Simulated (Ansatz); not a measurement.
Computed with Ansatz on PBE0-D4/def2-TZVP structures; ΔE is electronic, products minus reactants. CCSD(T)/CBS adds triple-zeta CCSD(T) − MP2 to the extrapolated MP2 energy (def2 sets, frozen cores). DFT in def2-TZVPP. B3LYP here is the variant with VWN-RPA as its local correlation; programs differ in this. For Ge outer-core shells are correlated without core-valence functions, which leaves a few kJ/mol of doubt a bond. Scalar relativity is left out up to krypton. One conformer a species, not always the lowest.

`F[C@@H]1[O][Ge@H]1[SiH3]` + `BCC(C)O` → `[CH3][Ge@H]1[O][C@@H]1F` + `BCC(O)[SiH3]`  (redistribution)

```
        level  ΔE (eV)
       PBE-D4     0.33
     B3LYP-D4     0.28
      ωB97M-V     0.23
MP2/CBS(def2)     0.23
```

What does CCSD(T)/CBS give? (Best estimate.)

The calculation gave: +0.27 eV. The listed levels differ from it by 0.06, 0.01, -0.04, -0.04 eV.

Largest T1 diagnostic among the species: 0.016.
